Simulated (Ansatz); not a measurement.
Process, species as SMILES: [BH]F (BH-F) → B atom + F atom + H atom
B3LYP-D3(BJ)/def2-TZVP geometries, fixed; electronic energies without zero-point terms.

Core correlation in the atomisation energy at MP2 with Ansatz (a first-principles code), in kcal/mol: frozen core against all electrons. Core-valence sets carry the plain set on hydrogen. Open shells are unrestricted.

| basis | functions, most | frozen core | all electrons | core term (second minus first) |
|---|---|---|---|---|
| cc-pVDZ | 33 | 221.91 | 222.42 | 0.51 |
| cc-pCVDZ | 41 | 222.18 | 222.49 | 0.31 |
| cc-pVTZ | 74 | 237.90 | 241.05 | 3.15 |
| cc-pCVTZ | 100 | 237.98 | 238.49 | 0.51 |
| cc-pwCVTZ | 100 | 238.34 | 239.02 | 0.68 |
| cc-pVQZ | 140 | 241.14 | 243.23 | 2.09 |
| cc-pCVQZ | 198 | 241.09 | 241.82 | 0.72 |
| cc-pwCVQZ | 198 | 241.15 | 241.93 | 0.78 |

The largest core-valence set, cc-pwCVQZ, gives a core term of 0.78 kcal/mol; the valence set cc-pVQZ, which lacks functions for the core, gives 2.09.
